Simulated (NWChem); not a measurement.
Program: NWChem. System: CH$_{7}$AlO$_{3}$, charge 0, spin multiplicity 1, at a geometry optimised with B3LYP/def2-SVP. The structure started from a generated list of species. Level: RHF/def2-SVP.

The NWChem input:

```
start mol
memory heap 200 mb stack 800 mb global 1000 mb
geometry units angstroms nocenter noautoz noautosym
  Al     0.174451    -0.054292    -0.172654
  C      1.610556     1.232646    -0.520368
  H      2.256931     0.905983    -1.354824
  H      2.268076     1.378384     0.354084
  H      1.208091     2.221474    -0.799882
  O      0.494607    -1.521821     0.711672
  H      1.350631    -1.945177     0.808452
  O     -1.229114    -0.118584    -1.211042
  H     -1.273676    -0.406332    -2.124960
  O     -1.110740     0.517800     1.246436
  H     -1.067865    -0.274166     1.814515
  H     -1.911412     0.410598     0.692794
end
basis spherical
  * library def2-svp
end
scf
  rhf
  nopen 0
  maxiter 100
  thresh 1e-7
  semidirect memsize 60000000 filesize 0
end
task scf energy
```

NWChem printed:

```
             Northwest Computational Chemistry Package (NWChem) 7.3.0
             --------------------------------------------------------

                                NWChem Input Module
                                -------------------

 Scaling coordinates for geometry "geometry" by  1.889725989
 (inverse scale =  0.529177249)

                             Geometry "geometry" -> ""
                             -------------------------

 Output coordinates in angstroms (scale by  1.889725989 to convert to a.u.)

  No.       Tag          Charge          X              Y              Z
 ---- ---------------- ---------- -------------- -------------- --------------
    1 Al                  13.0000     0.17445100    -0.05429200    -0.17265400
    2 C                    6.0000     1.61055600     1.23264600    -0.52036800
    3 H                    1.0000     2.25693100     0.90598300    -1.35482400
    4 H                    1.0000     2.26807600     1.37838400     0.35408400
    5 H                    1.0000     1.20809100     2.22147400    -0.79988200
    6 O                    8.0000     0.49460700    -1.52182100     0.71167200
    7 H                    1.0000     1.35063100    -1.94517700     0.80845200
    8 O                    8.0000    -1.22911400    -0.11858400    -1.21104200
    9 H                    1.0000    -1.27367600    -0.40633200    -2.12496000
   10 O                    8.0000    -1.11074000     0.51780000     1.24643600
   11 H                    1.0000    -1.06786500    -0.27416600     1.81451500
   12 H                    1.0000    -1.91141200     0.41059800     0.69279400

 Effective nuclear repulsion energy (a.u.)     246.9561573683

            Nuclear Dipole moment (a.u.)
            ----------------------------
        X                 Y               Z
 ---------------- ---------------- ----------------
    -0.0000018897     0.0000075589    -0.0000056692


 Summary of "ao basis" -> "" (spherical)
 ------------------------------------------------------------------------------
       Tag                 Description            Shells   Functions and Types
[...]
              MO Center=  3.6D-01, -2.5D-01, -4.0D-01, r^2= 7.4D+00
   Bfn.  Coefficient  Atom+Function         Bfn.  Coefficient  Atom+Function
  ----- ------------  ---------------      ----- ------------  ---------------
     4      1.334784   1 Al s                21     -1.223544   2 C  s
    88     -0.444534  10 O  s                 3     -0.373320   1 Al s
    50     -0.374356   6 O  s                11      0.369094   1 Al px
    69     -0.362948   8 O  s               101      0.337091  11 H  s
   106      0.298168  12 H  s                34      0.295958   3 H  s

 Vector   27  Occ=0.000000D+00  E= 1.791096D-01
              MO Center= -4.2D-01, -1.6D-01,  3.7D-01, r^2= 6.2D+00
   Bfn.  Coefficient  Atom+Function         Bfn.  Coefficient  Atom+Function
  ----- ------------  ---------------      ----- ------------  ---------------
    88      0.886861  10 O  s                13     -0.669902   1 Al pz
   101     -0.562803  11 H  s                11      0.411909   1 Al px
    12     -0.400386   1 Al py              106     -0.402125  12 H  s
    21     -0.331211   2 C  s                56      0.187940   6 O  pz
     4      0.175977   1 Al s                93     -0.158843  10 O  py

 Vector   28  Occ=0.000000D+00  E= 2.050753D-01
              MO Center=  2.6D-01, -1.6D-01, -4.3D-01, r^2= 8.4D+00
   Bfn.  Coefficient  Atom+Function         Bfn.  Coefficient  Atom+Function
  ----- ------------  ---------------      ----- ------------  ---------------
    21      1.273394   2 C  s                69     -0.692218   8 O  s
    82      0.626681   9 H  s                13     -0.613040   1 Al pz
    44     -0.511303   5 H  s                34     -0.466848   3 H  s
    50      0.450003   6 O  s                63     -0.449306   7 H  s
    39     -0.440859   4 H  s               106      0.423534  12 H  s

 center of mass
 --------------
 x =  -0.05282017 y =  -0.04663778 z =   0.00867821

 moments of inertia (a.u.)
 ------------------
         513.684897840418         -35.315081618214          22.385916388432
         -35.315081618214         613.765906304922          55.715082892333
          22.385916388432          55.715082892333         612.549511573674

  Mulliken analysis of the total density
  --------------------------------------

    Atom       Charge   Shell Charges
 -----------   ------   -------------------------------------------------------
    1 Al  13    11.82   2.00  1.99  0.55 -0.03  5.94  0.70  0.32  0.35
    2 C    6     6.51   1.99  0.83  0.38  2.03  1.26  0.02
    3 H    1     0.96   0.74  0.20  0.03
    4 H    1     0.96   0.74  0.20  0.03
    5 H    1     0.95   0.73  0.19  0.03
    6 O    8     8.69   1.99  1.03  0.72  2.85  2.09  0.01
    7 H    1     0.79   0.67  0.06  0.07
    8 O    8     8.69   1.99  1.03  0.72  2.86  2.09  0.01
    9 H    1     0.79   0.67  0.06  0.07
   10 O    8     8.34   1.99  1.06  0.62  2.86  1.80  0.01
   11 H    1     0.75   0.63  0.04  0.07
   12 H    1     0.74   0.62  0.04  0.07

       Multipole analysis of the density wrt the origin
       ------------------------------------------------

     L   x y z        total         open         nuclear
     -   - - -        -----         ----         -------
     0   0 0 0     -0.000000      0.000000     50.000000

     1   1 0 0     -0.193853      0.000000     -0.000002
     1   0 1 0     -0.263190      0.000000      0.000008
     1   0 0 1      0.200213      0.000000     -0.000006

     2   2 0 0    -24.904570      0.000000    213.583415
     2   1 1 0     -2.371861      0.000000     27.085268
     2   1 0 1     -1.415490      0.000000    -15.913198
     2   0 2 0    -29.886336      0.000000    149.227752
     2   0 1 1      0.780185      0.000000    -33.987112
     2   0 0 2    -23.192361      0.000000    149.156399

 Task  times  cpu:        5.7s     wall:        5.7s

 Total times  cpu:        5.8s     wall:        5.8s
```
